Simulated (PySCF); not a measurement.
iodoethane (C2H5I), SMILES ICC. Coordinates come from a PBE0-D3(BJ)/def2-SVP optimisation. The def2 effective core potentials stand for the cores of I; spin–orbit coupling is left out.

These are PySCF with PBE0-D3(BJ)/def2-SVP values and carry that method's errors.

Harmonic wavenumbers (cm⁻¹): 261, 264, 517, 746, 976, 988, 1088, 1228, 1245, 1390, 1455, 1457, 1470, 3054, 3123, 3147, 3169, 3203. Rotational constants (GHz): 29.56, 2.941, 2.769; symmetry number 1.

**Question.** Work out the zero-point energy and the ideal-gas rigid-rotor harmonic-oscillator thermochemistry at 298.15 K and 1 atm.

**Answer.** ZPE = ½ Σ hcν = ½ × 28781 cm⁻¹ = 41.14 kcal/mol. H − E(el) = 44.40 kcal/mol. Entropy in cal/(mol K): translation 41.04, rotation 24.70, vibration 4.56, total 70.31. G − E(el) = 23.43 kcal/mol. Cp = 15.21 cal/(mol K).
